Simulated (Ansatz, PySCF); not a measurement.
Reaction (SMILES): C[SiH](C)[SiH2]Cl → C[SiH][SiH2]Cl + [CH3] (CH3) (the C-Si bond at the site shown breaks; other sites are not compared here)
Each molecule is optimised on its own at B3LYP-D3(BJ)/def2-TZVP (Ansatz, a program for electronic structure), one conformer each, not searched for the lowest. Frequencies are from Ansatz or PySCF.

Wanted: bond dissociation energy (enthalpy at 298 K, with B3LYP-D3(BJ) rigid-rotor harmonic-oscillator terms), in eV. Valence correlation only, unless marked. Open shells are spin-unrestricted. No spin-orbit coupling. Non-relativistic unless marked X2C. CBS marks a two-point X^-3 extrapolation of the correlation energy; Hartree-Fock from the larger set.

```
level                                        program  bond dissociation energy (eV)
------------------------------------  --------------  -----------------------------
SVWN5/def2-TZVPD                              Ansatz                              …
PBE-D3(BJ)/def2-TZVPD                 Ansatz + dftd3                              …
r2SCAN-D4/def2-TZVPD                  Ansatz + dftd4                           3.48
r2SCANh-D4/def2-TZVPD                 Ansatz + dftd4                           3.48
CAM-B3LYP-D4/def2-TZVPD               Ansatz + dftd4                           3.68
SCS-MP2/6-31G                                 Ansatz                           3.15
X2C-CCSD(T)/cc-pVTZ-DK                        Ansatz                           3.68
CCSD(T)/CBS(cc-pV(T+d)Z,cc-pV(Q+d)Z)          Ansatz                              …
```

Complete the blanks.


- SVWN5/def2-TZVPD, bond dissociation energy (eV): 4.27
- PBE-D3(BJ)/def2-TZVPD, bond dissociation energy (eV): 3.67
- CCSD(T)/CBS(cc-pV(T+d)Z,cc-pV(Q+d)Z), bond dissociation energy (eV): 3.80
